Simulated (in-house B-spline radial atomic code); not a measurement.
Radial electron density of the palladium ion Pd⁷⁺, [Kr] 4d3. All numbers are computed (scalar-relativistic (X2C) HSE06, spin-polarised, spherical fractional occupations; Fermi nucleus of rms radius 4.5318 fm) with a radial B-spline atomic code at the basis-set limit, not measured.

Caution: exact exchange at fractional occupations of open shells leaves self-interaction of up to several eV.

One-electron X2C: radii and densities carry no picture-change correction, so inner-shell <1/r> comes out high (for 1s by about 2 % at Z = 33, 5 % at 54, 10 % at 75, 30 % at 118) and <r> low.

Columns: r (bohr), 4πr²n(r) (electrons per bohr), bar.

```
0.000944    1.485 #
 0.00115    2.052 #
 0.00139    2.789 ##
 0.00169    3.812 ##
 0.00205    5.165 ###
 0.00249    6.967 ####
 0.00302    9.305 ######
 0.00367    12.35 #######
 0.00446    16.19 ##########
 0.00541    20.87 ############
 0.00657    26.49 ################
 0.00797    32.87 ####################
 0.00968    39.82 ########################
  0.0118    46.87 ############################
  0.0143    52.93 ###############################
  0.0173    57.27 ##################################
   0.021    59.15 ###################################
  0.0255    58.14 ###################################
   0.031    54.87 #################################
  0.0376    51.31 ###############################
  0.0457    50.11 ##############################
  0.0554    53.54 ################################
  0.0673     61.5 #####################################
  0.0817    70.26 ##########################################
  0.0992       74 ############################################
    0.12    69.16 #########################################
   0.146    57.97 ##################################
   0.178    49.12 #############################
   0.215    49.64 ##############################
   0.262    56.46 ##################################
   0.318     58.2 ###################################
   0.386    47.91 ############################
   0.468    30.99 ##################
   0.568    18.48 ###########
    0.69       15 #########
   0.838    15.41 #########
    1.02    13.32 ########
    1.23    8.562 #####
     1.5    3.784 ##
    1.82    1.195 #
    2.21    0.259 
    2.68  0.03712 
    3.26 0.003027 
    3.95 0.0001356
```

On this grid the curve has 4 maxima, near 0.021, 0.0992, 0.318, 0.838 bohr.

The 4p down radial function P(r) = rR(r), positive near the nucleus:

| r (bohr) | P |
| --- | --- |
| 0.00139 | 0.001546 |
| 0.00205 | 0.002996 |
| 0.00302 | 0.005845 |
| 0.00446 | 0.01148 |
| 0.00657 | 0.02234 |
| 0.00968 | 0.04286 |
| 0.0143 | 0.08038 |
| 0.021 | 0.1428 |
| 0.031 | 0.2375 |
| 0.0457 | 0.3501 |
| 0.0673 | 0.4206 |
| 0.0992 | 0.329 |
| 0.146 | -0.02514 |
| 0.215 | -0.5009 |
| 0.318 | -0.5932 |
| 0.468 | 0.06883 |
| 0.69 | 0.9613 |
| 1.02 | 1.11 |
| 1.5 | 0.55 |
| 2.21 | 0.1111 |
| 3.26 | 0.006524 |
